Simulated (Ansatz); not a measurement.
This geometry of CH5AlOS + H2 (11 atoms, charge 0, multiplicity 1) is a first-order saddle point.

All numbers below come from RKS PBE/def2-SVP in Ansatz.

```xyz
11
Properties=species:S:1:pos:R:3
Al 0.104 -0.344 0.091
S 1.291 1.833 -0.061
C -1.782 -0.001 -0.271
O 0.603 -1.302 1.440
H 1.381 0.567 -1.017
H 1.087 -0.567 -1.304
H 2.385 1.385 0.619
H -1.936 0.693 -1.122
H -2.321 -0.944 -0.501
H -2.260 0.448 0.625
H 1.450 -1.768 1.502
```

(1) Which two structures does it join? (They come from a converged band through this point; their orientation in space is the band's.)

(2) How far does it lie above each of them?

Results:

(1) Bonds broken: H5–H6. Bonds formed: Al1–H6, S2–H5. CH5AlOS + H2 becomes CH7AlOS.

First end point:

```xyz
11
Properties=species:S:1:pos:R:3
Al 0.106 0.077 0.469
S 1.269 1.970 0.465
C -1.714 0.057 -0.227
O 0.703 -1.348 1.234
H 1.140 -0.097 -1.773
H 0.858 -0.813 -1.845
H 2.381 1.426 1.036
H -1.888 0.850 -0.983
H -1.950 -0.924 -0.691
H -2.444 0.213 0.596
H 1.540 -1.411 1.719
```

Last end point:

```xyz
11
Properties=species:S:1:pos:R:3
Al 0.057 -0.532 -0.299
S 1.347 1.767 -0.132
C -1.827 -0.001 -0.181
O 0.888 -0.840 1.252
H 2.407 1.302 -0.851
H 0.726 -1.238 -1.582
H 1.579 0.841 0.898
H -2.160 0.564 -1.077
H -2.482 -0.895 -0.099
H -2.024 0.629 0.712
H 1.489 -1.596 1.360
```

(2) 0.88 eV above the first and 0.34 eV above the second. This is the barrier of this one path; another mechanism may lie lower. The orbitals stay closed-shell, which can raise the energy where a bond breaks towards radicals; this wasn't checked here.

Time of the run: 2.1 min on 2 threads of AMD EPYC 9R14 (Zen 4) (shared host), peak memory 0.15 GiB.
